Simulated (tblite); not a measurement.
Compound: C6H8F2.
Numbering: `[F:1][C:2]1=[CH:3][CH2:4][CH2:5][CH2:6][C@H:7]1[F:8]` (hydrogens: H9 on C3; H10, H11 on C4; H12, H13 on C5; H14, H15 on C6; H16 on C7)

Computed with GFN2-xTB (tblite), gas phase: Langevin dynamics at 400 K from the optimised GFN2-xTB geometry, time step 0.5 fs, friction 0.01 fs⁻¹, 2000 steps. The instantaneous temperature is 2·E(kin)/(3Nk) with all 3N coordinates.

| t (fs) | T (K) | E(pot) above start (eV) | F1–C2 (Å) | C2=C3 (Å) | C3–C4 (Å) | C4–C5 (Å) | C5–C6 (Å) | C3–H9 (Å) |
| --- | --- | --- | --- | --- | --- | --- | --- | --- |
| 0 | 325 | 0.000 | 1.355 | 1.322 | 1.494 | 1.527 | 1.527 | 1.080 |
| 50 | 269 | 0.444 | 1.364 | 1.329 | 1.528 | 1.512 | 1.570 | 1.154 |
| 100 | 285 | 0.467 | 1.390 | 1.309 | 1.489 | 1.496 | 1.538 | 1.049 |
| 150 | 281 | 0.667 | 1.370 | 1.359 | 1.476 | 1.534 | 1.475 | 1.090 |
| 200 | 264 | 0.596 | 1.426 | 1.323 | 1.504 | 1.517 | 1.543 | 1.054 |
| 250 | 370 | 0.581 | 1.375 | 1.344 | 1.469 | 1.495 | 1.564 | 1.106 |
| 300 | 403 | 0.683 | 1.341 | 1.316 | 1.525 | 1.521 | 1.553 | 1.103 |
| 350 | 513 | 0.676 | 1.412 | 1.323 | 1.471 | 1.567 | 1.500 | 1.083 |
| 400 | 425 | 0.966 | 1.322 | 1.322 | 1.518 | 1.545 | 1.521 | 1.081 |
| 450 | 596 | 0.753 | 1.387 | 1.326 | 1.530 | 1.558 | 1.523 | 1.074 |
| 500 | 441 | 0.890 | 1.332 | 1.304 | 1.490 | 1.508 | 1.490 | 1.076 |
| 550 | 382 | 0.732 | 1.326 | 1.313 | 1.560 | 1.545 | 1.546 | 1.100 |
| 600 | 336 | 0.579 | 1.374 | 1.325 | 1.478 | 1.483 | 1.555 | 1.076 |
| 650 | 352 | 0.772 | 1.384 | 1.306 | 1.542 | 1.562 | 1.526 | 1.055 |
| 700 | 497 | 0.731 | 1.349 | 1.334 | 1.523 | 1.543 | 1.514 | 1.091 |
| 750 | 374 | 0.810 | 1.346 | 1.312 | 1.538 | 1.541 | 1.518 | 1.064 |
| 800 | 330 | 1.112 | 1.315 | 1.306 | 1.458 | 1.564 | 1.528 | 1.069 |
| 850 | 340 | 0.414 | 1.378 | 1.317 | 1.453 | 1.522 | 1.511 | 1.075 |
| 900 | 353 | 0.558 | 1.387 | 1.345 | 1.552 | 1.596 | 1.530 | 1.107 |
| 950 | 414 | 0.676 | 1.345 | 1.335 | 1.456 | 1.496 | 1.524 | 1.057 |
| 1000 | 326 | 0.465 | 1.380 | 1.297 | 1.520 | 1.550 | 1.487 | 1.106 |

Question: From 500 fs on, how do temperature and potential energy compare with equipartition?

Answer: The mean temperature of these 11 frames is 377 K against the target 400 K, and the mean potential energy 0.70 eV against 42 × kT/2 = 0.72 eV for 42 classical harmonic modes. For 16 atoms in a canonical ensemble the temperature itself scatters by T·√(2/(3N)) = 82 K; here its standard deviation is 51 K. The whole run lasts only 10 friction times of 100 fs, so these averages carry a wide statistical error.

Question: What are the kinetic and total energies of the listed frame with the highest potential energy?

Answer: The one at 800 fs, 1.112 eV above the start. Its kinetic energy is 3NkT/2 = 0.683 eV at 330 K, so the sum is 1.79 eV; over the listed frames the sum runs from 0.67 to 1.99 eV, since the thermostat adds and removes energy.

Question: How much do the listed bonds fluctuate from 500 fs on?

Answer: 
| bond | at the start (Å) | mean (Å) | standard deviation (Å) |
| --- | --- | --- | --- |
| F1–C2 | 1.355 | 1.356 | 0.024 |
| C2=C3 | 1.322 | 1.318 | 0.014 |
| C3–C4 | 1.494 | 1.506 | 0.039 |
| C4–C5 | 1.527 | 1.537 | 0.031 |
| C5–C6 | 1.527 | 1.521 | 0.020 |
| C3–H9 | 1.080 | 1.080 | 0.018 |

The motion is classical and holds no zero-point motion.

The cost below is that of the whole dynamics run. Time: 12 s; peak memory 0.18 GiB. Hardware: Intel Xeon at 2.60 GHz, one thread, shared host.
